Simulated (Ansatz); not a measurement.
**Relative stability**

The two ends of one reaction step of SnH₇OF, closed shell (PBE0-D4/def2-TZVP).

A:

```tsv
atom	x (Å)	y (Å)	z (Å)
Sn1	-1.1232	1.2964	-0.5109
H2	-0.5181	-0.2000	-1.0974
H3	-2.1953	1.8618	-1.7194
H4	-1.9896	1.0373	0.9247
H5	0.1502	2.4021	-0.3314
H6	1.1880	-0.5771	1.1707
F7	0.8838	0.1721	1.6678
H8	0.8874	-1.5563	-0.6165
O9	1.4801	-1.7761	0.1126
H10	1.2367	-2.6601	0.3999
```

B:

```tsv
atom	x (Å)	y (Å)	z (Å)
Sn1	-0.7149	1.4584	0.5525
H2	0.1640	-2.4259	-2.2534
H3	-1.0729	0.7020	-0.9256
H4	-2.0451	2.3596	1.1341
H5	0.7436	2.3144	0.6435
H6	0.9396	-0.8156	1.0803
F7	-0.6338	0.0460	1.8940
H8	-0.1264	-1.7586	-2.0841
O9	1.4299	-0.5730	0.2833
H10	1.3159	-1.3073	-0.3245
```

Ansatz 0.2.0; basis: def2-TZVPP; cores frozen in the correlated methods. Filled d shells of the heavier atoms are correlated. Core potentials replace the inner electrons of the atoms past krypton. The def2 sets are not built for correlating such inner shells, so the correlated values are less sure here. B3LYP uses VWN-RPA correlation.

Q: Which structure is lower at CCSD(T), and by how much? (To be estimated.)

A: By the calculation: B, by 0.055 eV (electronic energy, against the other). By their contacts, A is a complex of SnH₄ + H₂O + HF and B is a complex of SnH₃F ([F][SnH3]) + H₂O + H₂.

Q: Do the other methods give the same order? (Judge from chemistry; the calculation decides.)

A: Computed: Not all: SPW92 gives the other order.

```csv
method,E(B) − E(A) (eV)
SPW92,0.176
PBE-D4,-0.078
BLYP-D4,-0.208
r2SCAN-D4,-0.166
B97M-V,-0.154
PBE0-D4,-0.019
B3LYP-D4,-0.139
r2SCAN0-D4,-0.081
BHLYP-D4,-0.110
CAM-B3LYP-D4,-0.107
wB97X-V,-0.150
wB97M-V,-0.122
B2PLYP,-0.132
PBE-QIDH,-0.027
RPA on PBE,-0.104
HF,-0.149
MP2,-0.086
CCSD,-0.042
CCSD(T),-0.055
```

No T1 diagnostic of these runs exceeds 0.013.

Labels in which every atom is bracketed show which atoms are joined, not bond orders.

For scale, one of the runs: CCSD(T)/def2-TZVPP, 210 basis functions, launched by `ansatz run in.yaml --threads 4 --pin off --events-out ev --progress --plain --max-ram 9574MiB`. The run took 80 s on 4 CPU threads of an Arm Neoverse V2 (shared host), with 3.4 GiB of host memory at its peak.
